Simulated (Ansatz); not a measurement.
`[F][Zr]([F])([F])[SH]` + H₂Se → `[F][Zr]([F])([F])[SeH]` + H₂S at 400 K and 1 bar (ligand exchange at a Zr–S bond).

Isolated molecules relaxed with PBE0-D4/def2-TZVP in Ansatz; ΔE leaves out vibrations. CBS: MP2 limit from def2 TZ/QZ plus the TZ coupled-cluster correction, frozen cores. This one scheme is used for every species. def2 core potentials past Kr. For Se, Zr outer-core shells are correlated without core-valence functions, which leaves a few kJ/mol of doubt a bond. Scalar relativity is left out up to krypton. One conformer a species, not always the lowest.

```
                 species  CCSD(T)/CBS energy (Eh)  H − E (kJ/mol)  S (J/(mol·K))
 `[F][Zr]([F])([F])[SH]`               -745.03533            72.3          410.8
                    H₂Se              -2401.89790            49.4          229.5
`[F][Zr]([F])([F])[SeH]`              -2747.96381            70.2          422.6
                     H₂S               -398.97279            53.4          215.9
```

H − E and S are ideal-gas, rigid-rotor, harmonic terms from PBE0-D4/def2-TZVP, for one conformer and one mirror image of each species. 1 Eh = 2625.50 kJ/mol, R = 8.31446 J/(mol·K).

Task: By hand: ΔE, ΔH, ΔS and ΔG.

Result: ΔE = (-2747.96381) + (-398.97279) − (-745.03533) − (-2401.89790) = -0.00337 Eh = -8.8 kJ/mol. Δ(H − E) = 70.2 + 53.4 − 72.3 − 49.4 = 1.9, so ΔH = -6.9 kJ/mol. ΔS = 422.6 + 215.9 − 410.8 − 229.5 = -1.8 J/(mol·K). ΔG = -6.9 − 400 × (-1.8)/1000 = -6.2 kJ/mol.

Task: By hand: the equilibrium constant, and the temperature at which ΔG would vanish if ΔH and ΔS stayed fixed.

Result: log₁₀ K = −ΔG/(RT ln 10) = 0.8. ΔG = 0 at ΔH/ΔS = 3833 K, far beyond where these terms or the molecules hold.

The number of gas molecules stays the same, so ΔS is small and ΔH decides. A doubt of 5 kJ/mol in ΔE shifts log₁₀ K by 0.7 here. Other conformers and mirror images would add mixing entropy, several J/(mol·K) or more a flexible species. Modes under 60 cm⁻¹, often nearly free rotors, make the harmonic entropy too high. These are equilibria of isolated gas molecules and say nothing of rates. Largest T1 diagnostic: 0.018 (customary marks: 0.02 for closed shells, 0.045 for open ones).
